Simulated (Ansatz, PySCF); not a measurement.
Potential energy curve for Mg₂, singlet.

Levels: UKS-PBE = unrestricted PBE/aug-cc-pVDZ in Ansatz (a program for electronic structure); RKS-PBE = restricted PBE/aug-cc-pVDZ (Ansatz); UKS-B3LYP = unrestricted B3LYP/aug-cc-pVDZ (Ansatz); RKS-B3LYP = restricted B3LYP/aug-cc-pVDZ (Ansatz); UKS-B3LYP/6-31G* = unrestricted B3LYP/6-31G*, spherical d (PySCF); RKS-B3LYP/6-31G* = PySCF with restricted B3LYP/6-31G*, spherical d; UKS-M06-2X/6-31G* = unrestricted M06-2X/6-31G*, spherical d run with PySCF; RKS-M06-2X/6-31G* = restricted M06-2X/6-31G*, spherical d run with PySCF.

Scanned distances (Å): 2.74, 2.90, 3.06, 3.29, 3.38, 3.50, 3.60, 3.70, 3.80, 3.99, 4.16, 4.48, 4.91, 5.33, 5.97, 6.38, 7.20, 7.90, 8.72, 9.72, 10.88.

Q: Where does the unrestricted solution first break spin symmetry (<S²> of 0.01 or more)?

A: UKS-PBE: at none of the points with a result; UKS-B3LYP: at none of the points with a result; UKS-B3LYP/6-31G*: at none of the points with a result; UKS-M06-2X/6-31G*: at none of the points with a result.

```tsv
R / Å	<S²> UKS-PBE	E(RKS-PBE) − E(UKS-PBE) / eV	<S²> UKS-B3LYP	E(RKS-B3LYP) − E(UKS-B3LYP) / eV	<S²> UKS-B3LYP/6-31G*	E(RKS-B3LYP/6-31G*) − E(UKS-B3LYP/6-31G*) / eV	<S²> UKS-M06-2X/6-31G*	E(RKS-M06-2X/6-31G*) − E(UKS-M06-2X/6-31G*) / eV
2.74	0.00	0.000	0.00	0.000	0.00	0.000	0.00	0.000
2.90	0.00	0.000	0.00	0.000	0.00	0.000	0.00	0.000
3.06	0.00	0.000	0.00	0.000	0.00	0.000	0.00	0.000
3.29	0.00	0.000	0.00	0.000	0.00	0.000	0.00	0.000
3.38	0.00	0.000	0.00	0.000	0.00	0.000	0.00	0.000
3.50	0.00	0.000	0.00	0.000	0.00	0.000	0.00	0.000
3.60	0.00	0.000	0.00	0.000	0.00	0.000	0.00	0.000
3.70	0.00	0.000	0.00	0.000	0.00	0.000	0.00	0.000
3.80	0.00	0.000	0.00	0.000	0.00	0.000	0.00	0.000
3.99	0.00	0.000	0.00	0.000	0.00	0.000	0.00	0.000
4.16	0.00	0.000	0.00	0.000	0.00	0.000	0.00	0.000
4.48	0.00	0.000	0.00	0.000	0.00	0.000	0.00	0.000
4.91	0.00	0.000	0.00	0.000	0.00	0.000	0.00	0.000
5.33	0.00	0.000	0.00	0.000	0.00	0.000	0.00	0.000
5.97	0.00	0.000	0.00	0.000	0.00	0.000	0.00	0.000
6.38	0.00	0.000	0.00	0.000	0.00	0.000	0.00	0.000
7.20	0.00	0.000	0.00	0.000	0.00	0.000	0.00	0.000
7.90	0.00	0.000	0.00	0.000	0.00	0.000	0.00	0.000
8.72	0.00	0.000	0.00	0.000	0.00	0.000	0.00	0.000
9.72	0.00	0.000	0.00	0.000	0.00	0.000	0.00	0.000
10.88	0.00	0.000	0.00	0.000	0.00	0.000	0.00	0.000
```
